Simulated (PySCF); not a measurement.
**SrZn: energy against distance**

Set-up: basis Sr def2-SVPD with ECP28, Zn def2-SVPD; scalar-relativistic core potentials; PySCF 2.14. Energies in eV from Sr + Zn in their ground configurations at the same level. State: ¹Σ⁺ (singlet), closed shell.

```tsv
R (Å)	LC-ωPBE	RHF-SCS-MP2	RHF-CCSD
3.288	0.0470	0.1433	
3.441	-0.0135	0.0713	0.0956
3.594	-0.0482	0.0254	0.0475
3.708	-0.0631	0.0019	0.0224
3.823	-0.0718	-0.0155	0.0033
3.938	-0.0761	-0.0289	-0.0115
4.091	-0.0775	-0.0424	-0.0269
4.282	-0.0748	-0.0545	-0.0411
4.511	-0.0679	-0.0636
```

Task: Put a parabola through the three lowest points of the LC-ωPBE curve and estimate Re, k and ωe (reduced mass 37.01 u; 1 eV/Å² = 0.16022 mdyn/Å; ωe = 1302.8·√(k/μ) cm⁻¹).

Result: Through R = 3.938, 4.091, 4.282 Å the second-order coefficient is 0.0677 eV/Å², so Re ≈ 4.082 Å, k ≈ 0.0217 mdyn/Å and ωe ≈ 32 cm⁻¹. A polynomial fit of higher order to the unrounded LC-ωPBE energies gives Re = 4.067 Å, k = 0.0231 mdyn/Å, ωe = 32.6 cm⁻¹; anharmonicity and rounding make the difference.

The higher-order fit for each curve: LC-ωPBE: Re = 4.067 Å, ωe = 32.6 cm⁻¹, De = 0.078 eV. RHF-SCS-MP2 gives no reliable minimum on this grid. RHF-CCSD gives no reliable minimum on this grid.

Correlated steps freeze 5 core orbitals. Closed-shell solutions of metal pairs were not tested for spin polarisation, which can lower them a little. The bond is weak. Basis-set superposition, not corrected here, can be much of De in a small basis, most of all at correlated wavefunction levels. Functionals without a dispersion term scatter widely for such bonds, and LDA overbinds them.
